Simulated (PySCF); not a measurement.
**Correlation energy of Xe (xenon, neutral)**

[Kr] 4d10 5s2 5p5 5d1, one real determinant (an excited configuration). Calculation: PySCF 2.14, in aug-cc-pwCVTZ-PP with ECP28MDF (8s7p6d4f1g, 96 functions); a scalar-relativistic core potential. Frozen: 4s2 4p6 4d10; 8 electrons correlated.

```tsv
level	correlation energy (mhartree)
CCSD	-155.50
(T)	-5.40
CCSD(T)	-160.90
```

Diagnostics: T1 = 0.0080, D1 = 0.0185, largest double amplitude 0.055.

**Question.** Is a single reference adequate?

**Answer.** Yes, within this model without spin-orbit coupling: T1 lies below 0.03 and no double amplitude reaches 0.07.

The reference is one real determinant that mixes LS terms of this configuration.
